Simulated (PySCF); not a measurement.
[Er(H2O)3]3+ at several levels of theory

Computed with PySCF 2.14.0 (density fitting, no spin-orbit coupling) at the geometry relaxed with TPSS:

```xyz
10
[Er(H2O)3]3+ (singlet in the valence; each metal's 4f electrons, 11 of them, lie in its core potential, out of spins and levels)
Er    0.0000    0.0000    0.0000
O     2.2288    0.0000    0.0000
H     2.8512    0.7552    0.2002
H     2.8512   -0.7552   -0.2002
O    -1.1144    1.9302    0.0000
H    -2.0796    2.0916    0.2002
H    -0.7716    2.8468   -0.2002
O    -1.1144   -1.9302    0.0000
H    -0.7716   -2.8468    0.2002
H    -2.0796   -2.0916   -0.2002
```

```json
{"level": "TPSS", "basis": "Er lcecp-1-SVP with ECP57, O def2-SVP, H def2-SVP", "state": "singlet", "HOMO (eV)": "-23.64", "gap (eV)": "5.85", "charge on Er1 (e)": "1.87", "population of f-type functions on Er1 (polarisation alone where 4f lies in the core)": "0.04", "dipole about the centre of mass (D)": "0.00", "largest force component (eV/Å)": "0.01"}
{"level": "BLYP", "basis": "the same", "state": "singlet", "HOMO (eV)": "-23.44", "gap (eV)": "5.31", "charge on Er1 (e)": "1.79", "population of f-type functions on Er1 (polarisation alone where 4f lies in the core)": "0.04", "dipole about the centre of mass (D)": "0.00", "largest force component (eV/Å)": "0.14"}
{"level": "revPBE", "basis": "the same", "state": "singlet", "HOMO (eV)": "-23.51", "gap (eV)": "5.50", "charge on Er1 (e)": "1.82", "population of f-type functions on Er1 (polarisation alone where 4f lies in the core)": "0.04", "dipole about the centre of mass (D)": "0.00", "largest force component (eV/Å)": "0.08"}
{"level": "HF", "basis": "the same", "state": "singlet", "HOMO (eV)": "-30.18", "gap (eV)": "16.26", "charge on Er1 (e)": "2.25", "population of f-type functions on Er1 (polarisation alone where 4f lies in the core)": "0.04", "dipole about the centre of mass (D)": "0.00", "largest force component (eV/Å)": "1.87"}
{"level": "PBE0", "basis": "the same", "state": "singlet", "HOMO (eV)": "-25.41", "gap (eV)": "8.24", "charge on Er1 (e)": "1.95", "population of f-type functions on Er1 (polarisation alone where 4f lies in the core)": "0.04", "dipole about the centre of mass (D)": "0.00", "largest force component (eV/Å)": "0.43"}
```

In the lcecp rows the 4f levels are missing from HOMO and gap, and the state counts the valence alone.

Charges are Mulliken's, which hang on the basis. The relaxation used the grid (50, 194), these runs (75, 302) or, all-electron (x2c bases, spin-free X2C Hamiltonian), (99, 590).

Question: What does TPSS with Er lcecp-1-TZVP with ECP57, O def2-TZVP, H def2-TZVP give here?

Answer: state singlet, HOMO (eV) -23.66, gap (eV) 5.92, charge on Er1 (e) 2.16, population of f-type functions on Er1 (polarisation alone where 4f lies in the core) 0.05, dipole about the centre of mass (D) 0.00, largest force component (eV/Å) 0.37. Time: 19 s on 2 threads of Intel(R) Xeon(R) 6975P-C (Granite Rapids), with other jobs on the host, from free ions and atoms.

In the first row's basis the gap widens with exact exchange: 5.3 to 5.8 eV for BLYP, revPBE, TPSS (none); 8.2 eV for PBE0 (a fixed share); 16.3 eV for Hartree–Fock (rising or full at long range).

No frequency check is given that shows the relaxed geometry to be a minimum. An lcecp potential fixes the number of 4f electrons, so in runs with it no electron can move into or out of that shell.
